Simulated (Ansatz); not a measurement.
Total energies of CH3ClOS2W, SMILES `C[O][W](=[S])(=[S])[Cl]`.

| atom | x (Å) | y (Å) | z (Å) |
| --- | --- | --- | --- |
| C1 | 0.613 | -0.859 | 1.253 |
| O2 | -0.171 | 0.089 | 0.576 |
| W3 | -0.594 | 0.807 | -1.052 |
| S4 | -1.251 | -0.762 | -2.320 |
| S5 | 1.167 | 1.641 | -1.891 |
| Cl6 | -2.197 | 2.385 | -0.859 |
| H7 | 0.371 | -0.807 | 2.316 |
| H8 | 1.672 | -0.634 | 1.104 |
| H9 | 0.390 | -1.859 | 0.874 |

Total charge 0; spin multiplicity 1. Correlated methods include outer-core shells of W, which these sets cover unevenly. W: def2 effective core potential. Geometry: relaxed with PBE0-D4/def2-TZVP. It is one conformer, not always the lowest. Basis def2-TZVPP, Ansatz 0.2.0.

RPA on PBE orbitals: Hartree–Fock energy of these orbitals -1435.58131 Eh, correlation -2.19035 Eh (frozen core).

```csv
functional,energy without D4 (Eh),D4 term (kJ/mol)
LDA (SPW92),-1433.90667,–
PBE,-1438.51208,-33.3
revPBE,-1438.93293,-76.4
BLYP,-1439.08048,-68.8
r2SCAN,-1439.02080,-7.9
B97M-V,-1438.77633,–
PBE0,-1438.54332,-29.0
B3LYP,-1439.18426,-54.3
r2SCANh,-1438.97659,-8.8
r2SCAN0,-1438.91236,-9.9
HSE06 (plane-wave form),-1438.51576,-27.8
BHLYP,-1438.88780,-50.9
CAM-B3LYP,-1439.03494,-30.6
LC-ωPBE,-1438.67018,–
ωB97X-V,-1438.83089,–
ωB97M-V,-1438.90034,–
B2PLYP,-1438.54364,–
PBE-QIDH,-1438.18053,–
```

B3LYP takes the VWN-RPA correlation (the form of Gaussian; ORCA's B3LYP/G). HSE06 is the plane-wave form, built on full-range PBE exchange. The double hybrids freeze the cores in their second-order part.

LC-ωPBE has ω = 0.4 bohr⁻¹.
